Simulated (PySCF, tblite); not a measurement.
Parent: `[CH3:1][CH2:2][n:3]1[n:4][n:5][cH:6][c:7]1[SiH3:8]` with C1–C2–N3–N4 100°, C4H9N3Si.

Structures optimised with GFN2-xTB, isolated species. One conformer each, not checked by frequencies here.

```tsv
coordinate of the parent	value
C1–C2	1.526 Å
C2–N3	1.436 Å
N3–N4	1.325 Å
N4–N5	1.282 Å
N5–C6	1.340 Å
C6–C7	1.387 Å
C7–Si8	1.867 Å
N3–C7	1.358 Å
C1–C2–N3	111.4°
C2–N3–N4	120.4°
C2–N3–C7	128.9°
N4–N3–C7	110.7°
N3–N4–N5	108.9°
N4–N5–C6	108.8°
N5–C6–C7	109.1°
C6–C7–Si8	130.3°
N3–C7–C6	102.6°
N3–C7–Si8	127.1°
```

**Question.** How does the shared frame change in `[CH3:1][CH2:2][C@H:3]([CH3:4])[n:5]1[n:6][n:7][cH:8][c:9]1[SiH3:10]` with C1–C2–C3–C4 -175°, C2–C3–N5–N6 57°, C6H13N3Si? Atoms pair as C1 = C4, C2 = C3, N3 = N5, N4 = N6, N5 = N7, C6 = C8, C7 = C9, Si8 = Si10 (parent first).

**Answer.** 
```csv
parent,relative,value in the relative,change
C1–C2,C4–C3,1.527 Å,+0.001
C2–N3,C3–N5,1.443 Å,+0.007
N3–N4,N5–N6,1.324 Å,-0.001
N4–N5,N6–N7,1.283 Å,+0.001
N5–C6,N7–C8,1.340 Å,0.000
C6–C7,C8–C9,1.387 Å,0.000
C7–Si8,C9–Si10,1.867 Å,0.000
N3–C7,N5–C9,1.356 Å,-0.002
C1–C2–N3,C4–C3–N5,109.0°,-2.4
C2–N3–N4,C3–N5–N6,120.7°,+0.3
C2–N3–C7,C3–N5–C9,128.6°,-0.3
N4–N3–C7,N6–N5–C9,110.7°,0.0
N3–N4–N5,N5–N6–N7,108.9°,0.0
N4–N5–C6,N6–N7–C8,108.7°,-0.1
N5–C6–C7,N7–C8–C9,109.0°,-0.1
C6–C7–Si8,C8–C9–Si10,131.0°,+0.7
N3–C7–C6,N5–C9–C8,102.6°,0.0
N3–C7–Si8,N5–C9–Si10,126.3°,-0.8
```

Of the parent's bonds, C2–N3 changes most (+0.007 Å). Bonds of the relative outside the shared frame: C1–C2 1.524, C2–C3 1.532 Å. Point group C1 → C1.

All values are computed, not measured.
